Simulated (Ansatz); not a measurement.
System: C$_{2}$H$_{5}$GeO$_{2}$, net charge -1, singlet state. It need not be the lowest isomer of its formula. Whether it binds its extra electron was not tested at this geometry. 
Geometry from a B3LYP-D3(BJ)/def2-TZVP (Ansatz, a quantum-chemistry and plane-wave program) optimisation:
SMILES: CC(=O)[O][GeH2-]
```xyz
10

C     -2.8548    -0.1577     0.0972
C     -1.3820    -0.2348     0.5194
O     -1.0835    -0.5995     1.6454
O     -0.5894     0.1229    -0.4433
Ge     1.4142     0.2137    -0.4522
H     -3.5026    -0.4616     0.9184
H     -3.0971     0.8623    -0.2086
H     -3.0241    -0.8032    -0.7674
H      1.6344    -1.2321     0.2363
H      1.5381     0.9653     0.9734
```
Charge -1, spin multiplicity 1.

Basis-set convergence of Hartree-Fock and MP2 correlation energies (hartree) with Ansatz. Correlated levels leave the core frozen unless marked. No spin-orbit coupling. Frozen are the shells of the preceding noble gas and the d and f shells that filled before the atom's block. No relativistic terms.

```tsv
basis	functions	E(HF)	E(corr, MP2)
aug-cc-pVDZ	173	-2303.78507	-0.78433
aug-cc-pVTZ	358	-2303.91216	-0.94547
aug-cc-pVQZ	643	-2303.93013	-1.00228
```

Extrapolating the two largest sets (X = 3 and 4) as X^-3: E(corr) = (64·(-1.00228) - 27·(-0.94547))/37 = -1.0437 Eh, an estimate of the basis-set limit. The largest set recovers 96.0 % of it, the smallest 75.1 %.
